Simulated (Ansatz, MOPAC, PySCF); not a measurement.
Potential energy curve for SiH, doublet.

Methods: UKS-B3LYP/6-31G* = unrestricted B3LYP/6-31G*, spherical d (PySCF 2.14.0); PM3, unrestricted, heats of formation (MOPAC); AM1, unrestricted, heats of formation (MOPAC); FCI = full CI/cc-pVDZ, frozen core (Ansatz, a first-principles code).

Energies relative to the lowest point of each curve near equilibrium, in mEh; the last columns give the difference from FCI:

```json
[
 {"R / Å": "1.15", "UKS-B3LYP/6-31G*": "77.0", "PM3": "21.9", "AM1": "41.0", "FCI": "76.0", "UKS-B3LYP/6-31G* − FCI": "1.1", "PM3 − FCI": "-54.1", "AM1 − FCI": "-34.9"},
 {"R / Å": "1.23", "UKS-B3LYP/6-31G*": "42.1", "PM3": "14.2", "AM1": "20.7", "FCI": "41.9", "UKS-B3LYP/6-31G* − FCI": "0.2", "PM3 − FCI": "-27.7", "AM1 − FCI": "-21.1"},
 {"R / Å": "1.28", "UKS-B3LYP/6-31G*": "27.1", "PM3": "10.1", "AM1": "11.9", "FCI": "27.2", "UKS-B3LYP/6-31G* − FCI": "0.0", "PM3 − FCI": "-17.1", "AM1 − FCI": "-15.3"},
 {"R / Å": "1.38", "UKS-B3LYP/6-31G*": "8.6", "PM3": "3.5", "AM1": "1.9", "FCI": "8.8", "UKS-B3LYP/6-31G* − FCI": "-0.2", "PM3 − FCI": "-5.3", "AM1 − FCI": "-6.9"},
 {"R / Å": "1.46", "UKS-B3LYP/6-31G*": "1.9", "PM3": "0.4", "AM1": "0.0", "FCI": "1.9", "UKS-B3LYP/6-31G* − FCI": "-0.1", "PM3 − FCI": "-1.5", "AM1 − FCI": "-1.9"},
 {"R / Å": "1.48", "UKS-B3LYP/6-31G*": "1.0", "PM3": "0.1", "AM1": "0.2", "FCI": "1.1", "UKS-B3LYP/6-31G* − FCI": "-0.1", "PM3 − FCI": "-1.0", "AM1 − FCI": "-0.8"},
 {"R / Å": "1.53", "UKS-B3LYP/6-31G*": "0.0", "PM3": "0.0", "AM1": "1.8", "FCI": "0.0", "UKS-B3LYP/6-31G* − FCI": "0.0", "PM3 − FCI": "0.0", "AM1 − FCI": "1.8"},
 {"R / Å": "1.57", "UKS-B3LYP/6-31G*": "0.2", "PM3": "0.8", "AM1": "3.9", "FCI": "0.2", "UKS-B3LYP/6-31G* − FCI": "0.0", "PM3 − FCI": "0.6", "AM1 − FCI": "3.7"},
 {"R / Å": "1.63", "UKS-B3LYP/6-31G*": "1.9", "PM3": "3.5", "AM1": "8.4", "FCI": "1.8", "UKS-B3LYP/6-31G* − FCI": "0.1", "PM3 − FCI": "1.7", "AM1 − FCI": "6.6"},
 {"R / Å": "1.69", "UKS-B3LYP/6-31G*": "4.9", "PM3": "7.9", "AM1": "14.1", "FCI": "4.7", "UKS-B3LYP/6-31G* − FCI": "0.1", "PM3 − FCI": "3.2", "AM1 − FCI": "9.3"},
 {"R / Å": "1.79", "UKS-B3LYP/6-31G*": "11.8", "PM3": "18.1", "AM1": "25.5", "FCI": "11.6", "UKS-B3LYP/6-31G* − FCI": "0.2", "PM3 − FCI": "6.5", "AM1 − FCI": "13.9"},
 {"R / Å": "1.93", "UKS-B3LYP/6-31G*": "23.9", "PM3": "35.1", "AM1": "43.5", "FCI": "23.5", "UKS-B3LYP/6-31G* − FCI": "0.4", "PM3 − FCI": "11.6", "AM1 − FCI": "20.1"},
 {"R / Å": "2.11", "UKS-B3LYP/6-31G*": "41.1", "PM3": "54.8", "AM1": "66.6", "FCI": "39.9", "UKS-B3LYP/6-31G* − FCI": "1.1", "PM3 − FCI": "14.8", "AM1 − FCI": "26.6"},
 {"R / Å": "2.31", "UKS-B3LYP/6-31G*": "60.1", "PM3": "70.4", "AM1": "85.3", "FCI": "57.2", "UKS-B3LYP/6-31G* − FCI": "2.9", "PM3 − FCI": "13.2", "AM1 − FCI": "28.1"},
 {"R / Å": "2.51", "UKS-B3LYP/6-31G*": "77.3", "PM3": "81.5", "AM1": "108.2", "FCI": "71.8", "UKS-B3LYP/6-31G* − FCI": "5.4", "PM3 − FCI": "9.7", "AM1 − FCI": "36.3"},
 {"R / Å": "2.73", "UKS-B3LYP/6-31G*": "91.2", "PM3": "—", "AM1": "117.4", "FCI": "84.3", "UKS-B3LYP/6-31G* − FCI": "6.9", "PM3 − FCI": "—", "AM1 − FCI": "33.1"},
 {"R / Å": "3.05", "UKS-B3LYP/6-31G*": "103.4", "PM3": "—", "AM1": "124.1", "FCI": "95.7", "UKS-B3LYP/6-31G* − FCI": "7.7", "PM3 − FCI": "—", "AM1 − FCI": "28.3"},
 {"R / Å": "3.43", "UKS-B3LYP/6-31G*": "110.8", "PM3": "—", "AM1": "126.4", "FCI": "102.1", "UKS-B3LYP/6-31G* − FCI": "8.7", "PM3 − FCI": "—", "AM1 − FCI": "24.3"},
 {"R / Å": "3.81", "UKS-B3LYP/6-31G*": "114.1", "PM3": "—", "AM1": "127.1", "FCI": "104.5", "UKS-B3LYP/6-31G* − FCI": "9.6", "PM3 − FCI": "—", "AM1 − FCI": "22.5"},
 {"R / Å": "4.13", "UKS-B3LYP/6-31G*": "115.4", "PM3": "—", "AM1": "127.3", "FCI": "105.3", "UKS-B3LYP/6-31G* − FCI": "10.1", "PM3 − FCI": "—", "AM1 − FCI": "22.0"},
 {"R / Å": "4.63", "UKS-B3LYP/6-31G*": "116.3", "PM3": "—", "AM1": "127.4", "FCI": "105.8", "UKS-B3LYP/6-31G* − FCI": "10.5", "PM3 − FCI": "—", "AM1 − FCI": "21.6"},
 {"R / Å": "5.37", "UKS-B3LYP/6-31G*": "116.6", "PM3": "—", "AM1": "127.4", "FCI": "105.9", "UKS-B3LYP/6-31G* − FCI": "10.7", "PM3 − FCI": "—", "AM1 − FCI": "21.5"},
 {"R / Å": "6.08", "UKS-B3LYP/6-31G*": "116.7", "PM3": "—", "AM1": "127.4", "FCI": "106.0", "UKS-B3LYP/6-31G* − FCI": "10.7", "PM3 − FCI": "—", "AM1 − FCI": "21.5"}
]
```

UKS-B3LYP/6-31G* is furthest from FCI at 6.08 (10.7 mEh, above); its mean absolute difference over the points is 3.8 mEh.

PM3 is furthest from FCI at 1.15 (-54.1 mEh, below); its mean absolute difference over the points is 11.2 mEh.

AM1 is furthest from FCI at 2.51 (36.3 mEh, above); its mean absolute difference over the points is 18.4 mEh.

Dashes: no converged value, or the column stops at the first point that the program doubted or that broke a chosen test of continuity, which isn't proof of a fault.

The unrestricted determinant behind UKS-B3LYP/6-31G* is spin-contaminated at 2.51 to 6.08 Å (<S²> up to 1.8, against 0.75 for a pure doublet).
